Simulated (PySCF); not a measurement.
# Polarisability and C₆ of Sb⁻ (antimony, charge -1)

[Kr] 4d10 5s2 5p4, high-spin 3P determinant. All numbers are calculated (PySCF 2.14, the spin-free X2C one-electron Hamiltonian (Gaussian nucleus), in aug-cc-pVTZ-DK3 (8s7p5d2f, 68 functions)). Coupled (time-dependent) response in atomic units; α is the mean over directions.

```json
{"method": "wB97X", "mean α (bohr³)": "113.0", "α xx, yy, zz": "95.57, 147.8, 95.57", "C₆ (like pair)": "1823", "S(−4)": "4638"}
```

S(−4) is the Cauchy moment in α(ω) = α(0) + S(−4) ω² + …

Spin-orbit coupling is absent.

α(iu) at wB97X:

```
u (hartree)  α(iu) (bohr³)
          0          113.0
     0.0500          103.1
      0.100          84.20
      0.200          53.25
      0.300          35.10
      0.500          18.14
      0.750          10.00
       1.00          6.426
       1.50          3.406
       2.00          2.156
       3.00          1.106
       5.00         0.4499
```

A single London oscillator, α(iu) = α/(1 + u²/ω²), gives C₆ = (3/4) ω α². Matching the computed C₆ needs ω = 4 × 1823 / (3 × 113.0²) = 0.190 hartree.

For an ion, C₆ is the dispersion term alone; charge-induced terms of lower order in 1/R come first.

The components differ because the open shell of this determinant is not spherical; for a pure term their mean is the scalar polarisability.
